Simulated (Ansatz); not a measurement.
Potential energy curve for SiBe, lowest triplet found (which spin is the ground state isn't settled by this scan).

ROCCSD(T) = CCSD(T) on ROHF/aug-cc-pVDZ, frozen core in Ansatz (a first-principles code); UKS-BLYP = unrestricted BLYP/aug-cc-pVDZ run with Ansatz; UKS-PBE = unrestricted PBE/aug-cc-pVDZ (Ansatz).

Total energies in hartree (comparable only within one method and basis):

```
R / Å   ROCCSD(T)    UKS-BLYP     UKS-PBE
-----  ----------  ----------  ----------
1.49   -303.39813  -303.92497  -303.74955
1.63   -303.48545  -304.00822  -303.83365
1.72   -303.52115  -304.04149  -303.86731
1.80   -303.54309  -304.06150  -303.88757
1.87   -303.55644  -304.07336  -303.89958
1.96   -303.56749  -304.08276  -303.90909
2.02   -303.57190  -304.08624  -303.91259
2.07   -303.57415  -304.08782  -303.91415
2.17   -303.55106  -304.08828  -303.91446
2.24   -303.55303  -304.08703  -303.91305
2.35   -303.55360  -304.08339  -303.90905
2.46   -303.55218  -304.07858  -303.90375
2.60            —  -304.07182  -303.89621
2.82            —  -304.06154  -303.88452
3.03            —  -304.05333  -303.87488
3.31            —  -304.04541  -303.86516
3.68            —  -304.03899  -303.85716
4.11            —  -304.03521  -303.85232
4.55            —  -304.03351  -303.84999
5.14            —  -304.03271  -303.84874
5.99            —  -304.03254  -303.84823
7.06            —  -304.03256  -303.84809
```

A dash means that the run gave no value there, or that the column was ended at a point which the program doubted or which failed a test of continuity chosen for this set; such a test can also cut sound points.

The T1 diagnostic of CCSD on the restricted reference of ROCCSD(T) exceeds 0.045 at 1.49 to 2.07, 2.46 to 2.60 Å. At the minimum ROCCSD(T) lies far from FCI: another state is possible.
